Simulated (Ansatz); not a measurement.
Sn(NH2)H3 (SnNH5): single points at one geometry.

```yaml
crystal:
  periodic: [false, false, false]
  atoms:
    - {symbol: Sn, position_ang: [0.010483, 0.020737, -0.763793]}
    - {symbol: N, position_ang: [0.138409, 0.253356, 1.259891]}
    - {symbol: H, position_ang: [0.651137, -0.505930, 1.696734]}
    - {symbol: H, position_ang: [-0.776510, 0.271338, 1.699122]}
    - {symbol: H, position_ang: [1.619985, 0.003911, -1.322060]}
    - {symbol: H, position_ang: [-0.853301, 1.377453, -1.325724]}
    - {symbol: H, position_ang: [-0.790203, -1.420865, -1.244171]}
basis:
  gaussian: {orbitals: def2-TZVP, initial_orbitals: start.molden}
hamiltonian: {xc: {name: PBE-QIDH}}
scf: {omitted_lower_state_checks: [starts]}
```

The file start.molden holds the orbitals of an earlier run on this structure, at another level or in another basis.

```sh
$ ansatz run in.yaml --threads 4 --pin off --events-out ev --progress --plain --max-ram 3916MiB
```

Shortened log:

```
Functional definition: PBE-QIDH
926 factors; integrals over basis functions are off by at most 1.1e-3 eV
mean field evaluation 1: about -7389.9066 eV, gradient 1.0e1 eV
mean field evaluation 2: about -7390.0794 eV, gradient 1.6e-1 eV
mean field evaluation 4: about -7390.1495 eV, gradient 9.0e-4 eV
mean field evaluation 8: about -7390.1495 eV, gradient 2.9e-6 eV
mean field -7390.14948773 eV, -271.5829844508 hartree, gradient 2.8e-6 eV, S^2 0.000000; 0 other end points of the search recorded, 0 dependent functions left out
5 core orbitals not correlated: weight in the atoms' cores, before any rotation towards them, 1.000 or more for the frozen orbitals, at most 0.000 for the correlated occupied ones
reference -7390.14950153 eV, -271.5829849581 hartree; 12, 12 occupied and 94, 94 virtual orbitals, 926 factors
second order -16.60766324 eV of doubles, -0.00000000 eV of singles
Total energy: -7395.68538928 eV, -271.7864250804 hartree
Checks for a lower state left out: starts
```

Hardware: 4 threads of Arm Neoverse V2 on a shared host. Wall time 1 s.

The first input with `hamiltonian: {xc: {name: B97M-V}}`, `output: {orbitals: {seedname: orbitals}}` (abridged; 1.9 s):

```
Functional definition: B97M-V
mean field -7402.98842199 eV, -272.0548065825 hartree, gradient 1.2e-5 eV, S^2 0.000000
Total energy: -7402.98849336 eV, -272.0548092053 hartree
Checks for a lower state left out: starts
```

First input, but with `gaussian: {orbitals: def2-TZVPP, initial_orbitals: start.molden}`, `correlation: {method: ccsd_t}`, `output: {orbitals: {seedname: orbitals}}` and without the key `hamiltonian` (abridged; 10 s):

```
Functional definition: HF
mean field -7366.48716373 eV, -270.7134100829 hartree, gradient 4.1e-6 eV, S^2 0.000000
5 core orbitals not correlated: weight in the atoms' cores, before any rotation towards them, 1.000 or more for the frozen orbitals, at most 0.000 for the correlated occupied ones
second order -15.32006595 eV of doubles, -0.00000000 eV of singles
cycle   1  -15.33417434 eV  change   -1.4e-2 eV  update   8.9e-2
cycle   2  -15.74875382 eV  change   -4.1e-1 eV  update   2.6e-2
cycle   3  -15.81191356 eV  change   -6.3e-2 eV  update   1.3e-2
cycle   4  -15.80451375 eV  change    7.4e-3 eV  update   3.1e-3
cycle   5  -15.80347452 eV  change    1.0e-3 eV  update   1.4e-3
cycle   6  -15.80364135 eV  change   -1.7e-4 eV  update   4.5e-4
cycle   7  -15.80350703 eV  change    1.3e-4 eV  update   2.1e-4
cycle   8  -15.80351896 eV  change   -1.2e-5 eV  update   8.1e-5
cycle   9  -15.80354813 eV  change   -2.9e-5 eV  update   2.8e-5
perturbative correction -0.48416397 eV, -0.0177926977 hartree
Total energy: -7382.77487584 eV, -271.3119724625 hartree
Checks for a lower state left out: starts
```

First input, but with `hamiltonian: {xc: lda}`, `output: {orbitals: {seedname: orbitals}}` (abridged; 0.3 s):

```
Functional definition: SPW92
mean field -7380.35873523 eV, -271.2231809329 hartree, gradient 6.0e-5 eV, S^2 0.000000
Total energy: -7380.35878147 eV, -271.2231826323 hartree
Checks for a lower state left out: starts
```

First input, but with `gaussian: {orbitals: def2-TZVPD, initial_orbitals: start.molden}`, `hamiltonian: {xc: r2scan, dispersion: d4}`, `output: {orbitals: {seedname: orbitals}}` (abridged; 1.2 s):

```
Functional definition: r2SCAN
mean field -7404.36800608 eV, -272.1055053624 hartree, gradient 2.1e-5 eV, S^2 0.000000
Total energy: -7404.38988584 eV, -272.1063094288 hartree
Checks for a lower state left out: starts
```

First input, but with `gaussian: {orbitals: def2-TZVPD, initial_orbitals: start.molden}`, `hamiltonian: {xc: pbe, dispersion: d4}`, `output: {orbitals: {seedname: orbitals}}` (abridged; 0.65 s):

```
Functional definition: PBE
mean field -7400.91608815 eV, -271.9786497185 hartree, gradient 1.1e-5 eV, S^2 0.000000
Total energy: -7401.01248459 eV, -271.9821922222 hartree
Checks for a lower state left out: starts
```

The first input with `hamiltonian: {xc: pbe}`, `correlation: {method: rpa}` (abridged; 1 s):

```
Functional definition: PBE
mean field -7400.87040800 eV, -271.9769710037 hartree, gradient 2.0e-6 eV, S^2 0.000000
5 core orbitals not correlated: weight in the atoms' cores, before any rotation towards them, 1.000 or more for the frozen orbitals, at most 0.000 for the correlated occupied ones
Total energy: -7388.47811545 eV, -271.5215626526 hartree
Checks for a lower state left out: starts
```

Geometry: r2SCAN-D4/def2-TZVP.

In the def2 sets Sn takes a core potential; there is no spin–orbit coupling. Correlated methods freeze 5 core orbitals; core or outer-core shells of Sn are correlated, in sets that lack core-valence functions.
